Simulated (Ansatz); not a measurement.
C₃H₇BO (`CB/C=C/O`) from Hartree–Fock to CCSD(T)

Cartesian coordinates in Å:
```
C -0.591 1.598 -0.547
B -0.525 0.763 0.777
C 0.071 -0.633 0.917
C 0.605 -1.279 -0.130
O 1.136 -2.507 -0.037
H -1.635 1.864 -0.756
H -0.085 2.559 -0.395
H -0.176 1.140 -1.448
H -0.986 1.277 1.763
H 0.086 -1.159 1.869
H 0.635 -0.830 -1.121
H 1.465 -2.793 -0.893
```

Total charge 0; spin multiplicity 1. The geometry is a stationary point of PBE0-D4/def2-TZVP. It is one conformer, not always the lowest. Frozen core, restricted reference, Ansatz. CBS rows extrapolate triple and quadruple zeta; past MP2 they add the triple-zeta difference.

```csv
basis,HF (Eh),MP2 corr.
def2-SVP,-217.04523,-0.67607
def2-TZVPP,-217.29580,-0.83626
def2-QZVPP,-217.30603,-0.89362
```

Estimate the CCSD correlation energy and the (T) correction in each basis where they were run (hartree).


| basis | CCSD corr. | (T) |
| --- | --- | --- |
| def2-SVP | -0.72678 | -0.02299 |
| def2-TZVPP | -0.87620 | -0.03653 |
| CBS(def2) | -0.97605 | as TZ |
